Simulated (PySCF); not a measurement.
F2H6O2Si3, SMILES F[Si](F)(O[SiH3])O[SiH3]. Atoms are numbered in the order given.

```xyz
13

F      0.7378     1.9485    -0.0438
Si     0.1023     0.5513    -0.5106
F      0.3573     0.4473    -2.0895
O     -1.4888     0.5397    -0.2133
Si    -2.6637    -0.3204     0.6089
O      0.8444    -0.6726     0.2552
Si     2.2909    -1.2646     0.8487
H     -2.7538    -1.7033     0.0604
H     -3.9548     0.3900     0.4183
H     -2.3225    -0.3816     2.0589
H      2.5153    -0.7309     2.2209
H      3.4128    -0.8525    -0.0421
H      2.1895    -2.7474     0.8911
```

Coordinates come from a r2SCAN-D4/def2-SVP optimisation. One conformer was computed; it need not be the lowest.

Two levels are set side by side: PBE/pcSseg-1 (PySCF) and HF/pcSseg-1 (PySCF). GIAO shifts against CFCl3 (¹⁹F), H2O (¹⁷O), TMS (²⁹Si), TMS (¹H) at the same level; non-relativistic, no solvent, atoms listed together averaged. Differences are taken from unrounded values.

```tsv
quantity	HF
δ(¹⁹F) of F1, F3 (ppm)	-129.3
δ(²⁹Si) of Si2 (ppm)	-107.1
δ(¹⁷O) of O4, O6 (ppm)	13.3
δ(²⁹Si) of Si5, Si7 (ppm)	-39.1
```

Q: What does PBE give, and how far is it from HF? (An estimate is asked for; the answer gives what the named calculation found.)

A: 
```csv
quantity,PBE,PBE minus HF
"δ(¹⁹F) of F1, F3 (ppm)",-183.8,-54.5
δ(²⁹Si) of Si2 (ppm),-98.7,8.4
"δ(¹⁷O) of O4, O6 (ppm)",40.2,26.9
"δ(²⁹Si) of Si5, Si7 (ppm)",-32.5,6.6
```

Rough cost on one machine, each run with all the roots and properties that it gave: HF against PBE within a factor of 2.
